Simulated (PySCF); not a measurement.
# One molecule, several mistakes: AlBH3NO

These are calculations, not measurements. They come from PySCF 2.14.0, an open-source quantum chemistry program, on an isolated molecule that a program drew, which may never have been made. The molecule is AlBH3NO (charge 0, singlet), drawn as the SMILES string `OB[NH][Al]`.

Each row is a Hartree-Fock (HF) and frozen-core CCSD(T) single point in the cc-pV(D+d)Z basis, meant for a local HF minimum. Run 1 is clean. Each other run has one planted mistake out of seven kinds, and not every kind appears here: one electron removed, one electron added, multiplicity raised by two, geometry at a saddle point, minimal basis STO-3G, one bond length entered in bohr, all coordinates scaled. The reference is restricted for singlets and unrestricted otherwise, and also for a bond in bohr. Adding or removing an electron swaps singlet and doublet. Electrons count all cores. HOMO and LUMO are orbital energies over both spins, the gradient is its largest component, and the lowest frequency (negative if imaginary) is given only where the gradient is small. Bond lengths are over the 6 bonds as drawn. T1 is the CCSD diagnostic: over 0.02 (restricted) or 0.045 (unrestricted) a single reference is doubtful.

Geometry of the clean run:
```xyz
7
AlBH3NO, angstrom
O    -0.1046    2.7197   -1.3417
B     0.4655    1.5029   -1.1097
N    -0.0366    0.2546   -1.5690
Al    0.7940   -1.3363   -1.2117
H    -0.8982    2.6880   -1.8538
H     1.4797    1.5203   -0.4571
H    -0.8868    0.2933   -2.1101
```

```
run  electrons  basis functions  <S^2>  HOMO (eV)  LUMO (eV)  gradient (hartree/bohr)  lowest frequency (cm^-1)  mean bond (Å)  longest bond (Å)      T1  HF (hartree)  CCSD(T) (hartree)                          mistake
  1         36               80  0.000      -8.35       1.32                  1.7e-05                       134         1.2958             1.830  0.0148    -397.78262         -398.31379                         no fault
  2         36               80  0.590      -8.41       1.27                  2.5e-02                         -         1.4747             2.279  0.0613    -397.65951         -398.19386  one bond length entered in bohr
  3         35               80  0.757     -16.71      -6.96                  4.7e-02                         -         1.2958             1.830  0.0206    -397.50262         -398.00204             one electron removed
  4         36               80  2.003      -6.34      -0.04                  7.6e-03                         -         1.2958             1.830  0.0172    -397.71629         -398.21868       multiplicity raised by two
  5         36               80  0.000      -8.62       1.13                  5.3e-02                         -         1.3800             1.949  0.0171    -397.75668         -398.29958                                ?
  6         37               80  0.778       0.41       6.70                  3.9e-02                         -         1.2958             1.830  0.0173    -397.75025         -398.28861                                ?
```

**Which mistake was planted in run 5, and what did it cost?**

The mean and the longest bond both change by the same factor, 1.065, and the gradient is no longer small. So the mistake is: all coordinates scaled. Subtracting run 1 and multiplying by 627.51 kcal/mol a hartree, the energy moved by 16.3 kcal/mol in HF and 8.9 kcal/mol in CCSD(T).

**Which mistake was planted in run 6, and what did it cost?**

It counts 37 electrons, one more than the clean run, at the same geometry and basis. So the mistake is: one electron added. Subtracting run 1 and multiplying by 627.51 kcal/mol a hartree, the energy moved by 20.3 kcal/mol in HF and 15.8 kcal/mol in CCSD(T).

Cautions from the logs. Run 2: T1 is over the limit, so its CCSD(T) energy is less reliable; run 6: the HOMO is above zero, so the electron isn't bound and the energy depends on the basis.
